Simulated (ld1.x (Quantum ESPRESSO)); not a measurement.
**What the settings do to the TM potential of Cl (Z = 17)**

Base potential:

- Element: chlorine
- Generator: ld1.x (Quantum ESPRESSO) 7.5
- Type: norm-conserving Troullier–Martins (Kleinman–Bylander form)
- Functional: PBEsol
- Relativity: scalar-relativistic
- Frozen core: [Ne]
- Valence charge: 7
- Reference configuration: 3s1 3p6
- Partial waves: 3s (bound): rc 1.05 bohr; 3p (bound): rc 1.25 bohr; 3d channel at 0.05 Ry: rc 1.35 bohr
- Local potential: all-electron potential smoothed inside 0.80 bohr (lloc = -1)
- Core correction: a·sin(br)/r model core, default radius (core density twice the valence density)

All-electron outer shells of the reference configuration (PBEsol, scalar-relativistic, ld1.x):

```json
{"shell": "2s", "level (eV)": "-253.55", "outermost node (bohr)": "0.12", "outermost maximum (bohr)": "0.36"}
{"shell": "2p", "level (eV)": "-192.76", "outermost node (bohr)": "–", "outermost maximum (bohr)": "0.30"}
{"shell": "3s", "level (eV)": "-21.27", "outermost node (bohr)": "0.55", "outermost maximum (bohr)": "1.27"}
{"shell": "3p", "level (eV)": "-9.10", "outermost node (bohr)": "0.53", "outermost maximum (bohr)": "1.43"}
```

Cutoffs, loose and tight: the cutoffs (Ry, on a coarse ladder) from which the occupation-weighted sum of valence levels, in a spherical-Bessel basis at the reference potential, stays within 10 and 1 mRy of its value at 400 Ry. They do not see the model core or the augmentation charge, which bear on the density cutoff. Test errors are all-electron minus pseudo excitation energies from the reference, over the configurations 3s2 3p5; 3s2 3p4; 3s2 3p3; 3s2 3p1; 3s2 3p5.3; 3s2 3p4.5; 3s1 3p5. A dash means not determined; rows that change the core or the reference have their own tests. The largest error is taken over the tests solved by every variant that gives reliable tests at all: 3s1 3p5; 3s2 3p3; 3s2 3p4; 3s2 3p4.5; 3s2 3p5; 3s2 3p5.3.

A true bound ghost makes a file unfit for plane-wave use even where its test errors are small: the radial tests pick states by their node count and pass the ghost by. Where a test does run into it, the solver fails or the error is huge.

| change | outcome | cutoff, loose | cutoff, tight | bound ghosts | largest test error (meV) |
| --- | --- | --- | --- | --- | --- |
| base | generated | 70 Ry | 140 Ry | s | +8.1 |
| all radii but the core radius scaled by about 0.78 (s 0.82, p 0.98, d 1.06 bohr); local potential all-electron potential smoothed inside 0.62 bohr (lloc = -1) | generated | 260 Ry | over 300 Ry | s | +24 |
| all radii but the core radius scaled by about 0.87 (s 0.92, p 1.08, d 1.18 bohr); local potential all-electron potential smoothed inside 0.70 bohr (lloc = -1) | generated | 110 Ry | 260 Ry | s | +11 |
| all radii but the core radius scaled by about 1.04 (s 1.10, p 1.30, d 1.40 bohr); local potential all-electron potential smoothed inside 0.84 bohr (lloc = -1) | generated | 60 Ry | 110 Ry | s | +8.9 |
| all radii but the core radius scaled by about 1.14 (s 1.20, p 1.42, d 1.54 bohr); local potential all-electron potential smoothed inside 0.92 bohr (lloc = -1) | generated | 35 Ry | 70 Ry | none | +29 |
| all radii but the core radius scaled by about 1.28 (s 1.34, p 1.60, d 1.72 bohr); local potential all-electron potential smoothed inside 1.02 bohr (lloc = -1) | generated | 35 Ry | 70 Ry | none | +27 |
| all radii but the core radius scaled by about 1.38 (s 1.44, p 1.72, d 1.86 bohr); local potential all-electron potential smoothed inside 1.10 bohr (lloc = -1) | generated | 30 Ry | 60 Ry | none | +28 |

Reading the sweep of the scale of all radii but the core radius (base = 1) (base included, trends over the rows without a ghost): Bound ghosts are found at 0.78, 0.87, 1, 1.04.
